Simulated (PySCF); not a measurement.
## Removing an electron from TiFMe3

Compound: TiFMe3, C3H9FTi (singlet state).
Geometry (PBE0-D3(BJ)/def2-SVP, Å), atoms numbered from 1 in this order:
```xyz
14
C3H9FTi angstrom
Ti     0.003   -0.004    0.601
F      0.018   -0.009    2.343
C      1.908   -0.014   -0.154
H      2.483    0.841    0.243
H      1.861    0.059   -1.254
H      2.420   -0.950    0.126
C     -0.952    1.659   -0.125
H     -2.004    1.664    0.207
H     -0.919    1.649   -1.228
H     -0.455    2.572    0.246
C     -0.962   -1.654   -0.137
H     -2.018   -1.646    0.183
H     -0.482   -2.576    0.231
H     -0.919   -1.636   -1.240
```

Level: CAM-B3LYP/def2-SVPD (PySCF). Frontier orbitals with their largest atomic shares (Löwdin; up to four atoms above 4 %):

| orbital | ε (eV) | main atoms |
| --- | --- | --- |
| HOMO−3 | -12.37 | C11 18 %, C3 18 %, C7 18 %, H6 8 % |
| HOMO−2 | -9.57 | C3 20 %, C7 20 %, C11 19 %, Ti1 15 % |
| HOMO−1 | -9.40 | ? |
| HOMO | -9.40 | ? |
| LUMO | -0.56 | Ti1 81 %, C3 4 % |
| LUMO+1 | -0.55 | Ti1 81 %, C11 4 % |
| LUMO+2 | 0.39 | Ti1 64 % |

Q: What vertical ionisation energy does ΔSCF give, and how far is −ε(HOMO) from it?

A: ΔSCF: 10.01 eV (966 kJ/mol; threshold wavelength 124 nm); ⟨S²⟩ of the doublet left behind is 0.769, against 0.75 for a pure doublet. −ε(HOMO) is 9.40 eV, 0.61 eV below it. For the exact functional −ε(HOMO) would equal the first vertical ionisation energy; CAM-B3LYP (range-separated hybrid) falls short of its own ΔSCF value by 6 %. Holes in the HOMO−1 and HOMO−2 were tried too where these lie within 1.2 eV of the HOMO; the lowest converged state counts.

Q: On which atoms does the HOMO lie?

A: HOMO: Ti1 36 %, C7 30 %, C11 16 %; HOMO−1: Ti1 36 %, C3 29 %, C11 17 %. These 2 orbitals lie within 0.02 eV of one another. The HOMO−2 lies 0.17 eV lower.

Q: And the vertical electron affinity, the fundamental gap, Mulliken's electronegativity and the hardness (with the factor ½)?

A: EA = 0.45 eV by ΔSCF (−ε(LUMO) = 0.56 eV). IE − EA = 9.56 eV against an orbital gap of 8.84 eV; (IE + EA)/2 = 5.23 eV; (IE − EA)/2 = 4.78 eV. Parr's electrophilicity index (IE + EA)²/[8(IE − EA)] is 1.43 eV.

Q: How many of the 15 lowest singlet excitations (vertical TDDFT, same level) lie below the ionisation energy?

A: All 15; they run from 3.75 to 7.07 eV.

Q: With α = 79.2 au, estimate the like-pair dispersion coefficient by London's formula C6 = (3/4)α²I.

A: I = 0.3680 Eh, so C6 ≈ 1730 au, a rough estimate.

Q: What total energies stand behind the ΔSCF value?

A: E(N) = -1068.76601 Eh and E(N − 1) = -1068.39800 Eh at the same geometry, 0.36801 Eh apart. With one more electron, E(N + 1) = -1068.78272 Eh.

Q: Shift the occupied levels rigidly so that −ε(HOMO) equals the ΔSCF value. What binding energies result?

A: The shift is +0.61 eV: HOMO 10.01, HOMO−1 10.01, HOMO−2 10.18, HOMO−3 12.98 eV. A rigid shift is only a rough guide to the deeper ionisations.

Isolated species at its PBE0-D3(BJ)/def2-SVP geometry, gas phase.
